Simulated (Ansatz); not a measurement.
Harmonic frequencies (cm⁻¹) at PBE0-D4/def2-TZVP from Ansatz: 214, 254, 272, 326, 363, 392, 414, 448, 725, 776, 801, 830, 876, 913, 936, 971, 1575, 1582, 2238, 3608, 3612, 3702, 3710, 3911.

Each molecule was computed in one conformer, which needn't be the lowest.

Question: Which molecule is it?
A. `N[SiH](N)O`
B. `N[SiH](N)Cl`
C. `CC[Si](F)(F)Cl`
D. `O[Si]([SiH3])(Cl)Cl`

Answer: A.
